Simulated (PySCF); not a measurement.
**`C#C[C@@]1(C)CCC(=C)C1`, C9H12**

Geometry:
| atom | x (Å) | y (Å) | z (Å) |
| --- | --- | --- | --- |
| C1 | -1.885 | 0.053 | 2.194 |
| C2 | -1.405 | -0.064 | 1.104 |
| C3 | -0.820 | -0.208 | -0.221 |
| C4 | -1.847 | -0.844 | -1.157 |
| C5 | -0.326 | 1.164 | -0.714 |
| C6 | 0.990 | 1.370 | 0.034 |
| C7 | 1.558 | -0.016 | 0.190 |
| C8 | 2.798 | -0.304 | 0.538 |
| C9 | 0.484 | -1.024 | -0.120 |
| H10 | -2.306 | 0.154 | 3.149 |
| H11 | -2.138 | -1.825 | -0.788 |
| H12 | -1.430 | -0.955 | -2.156 |
| H13 | -2.738 | -0.222 | -1.219 |
| H14 | -0.145 | 1.115 | -1.789 |
| H15 | -1.049 | 1.956 | -0.518 |
| H16 | 1.674 | 2.039 | -0.488 |
| H17 | 0.796 | 1.791 | 1.024 |
| H18 | 3.524 | 0.466 | 0.735 |
| H19 | 3.138 | -1.320 | 0.642 |
| H20 | 0.424 | -1.804 | 0.640 |
| H21 | 0.692 | -1.505 | -1.080 |

Computed, not measured: GIAO KT3/pcSseg-1 magnetisability, rotational g tensor and spin-rotation constants, non-relativistic, gas phase (PySCF). Geometry: GFN2-xTB.

**Question.** Give the nuclear spin-rotation constants along the inertial axes (H = +C I·J) beside the isotropic shieldings.

**Answer.** Rotational constants 2.4811, 1.3060, 1.1922 GHz. A star marks the isotopologue with that one atom substituted, in its own axes.
| atom | isotope | Caa (kHz) | Cbb (kHz) | Ccc (kHz) | mean (kHz) | σ (ppm) |
| --- | --- | --- | --- | --- | --- | --- |
| H10 | 1H | -0.220 | -0.009 | -0.135 | -0.121 | 30.2 |
| H11 | 1H | -0.223 | -0.138 | 0.013 | -0.116 | 30.0 |
| H12 | 1H | -0.212 | 0.008 | -0.142 | -0.115 | 30.8 |
| H13 | 1H | -0.056 | -0.145 | -0.062 | -0.088 | 30.1 |
| H14 | 1H | -0.275 | 0.041 | -0.126 | -0.120 | 30.1 |
| H15 | 1H | -0.137 | -0.140 | -0.019 | -0.099 | 29.7 |
| H16 | 1H | -0.086 | -0.123 | -0.048 | -0.086 | 29.2 |
| H17 | 1H | -0.245 | 0.039 | -0.106 | -0.104 | 28.6 |
| H18 | 1H | -0.003 | -0.121 | -0.033 | -0.052 | 26.6 |
| H19 | 1H | -0.228 | -0.146 | 0.097 | -0.092 | 26.6 |
| H20 | 1H | -0.257 | -0.088 | 0.008 | -0.112 | 28.9 |
| H21 | 1H | -0.269 | 0.029 | -0.102 | -0.114 | 29.3 |
| C1 | 13C* | 0.588 | 0.143 | 0.352 | 0.361 | 121.1 |
| C2 | 13C* | 0.770 | 0.089 | 0.444 | 0.434 | 98.6 |
| C3 | 13C* | 0.436 | 0.261 | 0.198 | 0.298 | 143.7 |
| C4 | 13C* | 0.389 | 0.190 | 0.223 | 0.268 | 154.8 |
| C5 | 13C* | 0.459 | 0.272 | 0.198 | 0.310 | 140.0 |
| C6 | 13C* | 0.433 | 0.254 | 0.185 | 0.291 | 147.6 |
| C7 | 13C* | 0.874 | 0.277 | 0.562 | 0.571 | 36.1 |
| C8 | 13C* | 0.659 | 0.208 | 0.469 | 0.446 | 82.2 |
| C9 | 13C* | 0.416 | 0.282 | 0.244 | 0.314 | 133.9 |

For the geometry as given, no vibrational averaging.
